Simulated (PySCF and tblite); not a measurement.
The numbers below are computed, except where a source is named.
Molecule: C6H11N, numbered as in [CH:1]1=[CH:2][CH2:3][CH2:4][NH:5][CH2:6][CH2:7]1.

The mean out-of-plane torsion at N5 (0° is planar) is held and the rest relaxed at GFN2-xTB. Energies: PBE0/pcSseg-1 + D3(BJ). Programs: tblite and PySCF.

GFN2-xTB profile:

(out-of-plane angle °, kcal/mol): (-39, 1.44), (-32, 0.00), (-24, 1.14), (-13, 3.97), (0, 5.93), (12, 5.25), (24, 2.87), (32, 1.60), (40, 2.68)

(1) Give the DFT energy and dipole along the out-of-plane angle.

(2) Where is the lowest sampled point, and what does the planar form cost?

Results:

(1) 
```json
{"out-of-plane angle °": "-39", "E kcal/mol": "1.92", "dipole D": "1.16"}
{"out-of-plane angle °": "-32", "E kcal/mol": "0.26", "dipole D": "0.88"}
{"out-of-plane angle °": "-24", "E kcal/mol": "0.79", "dipole D": "0.66"}
{"out-of-plane angle °": "-13", "E kcal/mol": "2.56", "dipole D": "0.68"}
{"out-of-plane angle °": "0", "E kcal/mol": "3.62", "dipole D": "0.87"}
{"out-of-plane angle °": "12", "E kcal/mol": "3.06", "dipole D": "0.97"}
{"out-of-plane angle °": "24", "E kcal/mol": "0.97", "dipole D": "0.97"}
{"out-of-plane angle °": "32", "E kcal/mol": "0.00", "dipole D": "1.04"}
{"out-of-plane angle °": "40", "E kcal/mol": "1.13", "dipole D": "1.14"}
```

(2) At 32°; the point at 0° lies 3.62 kcal/mol above it.
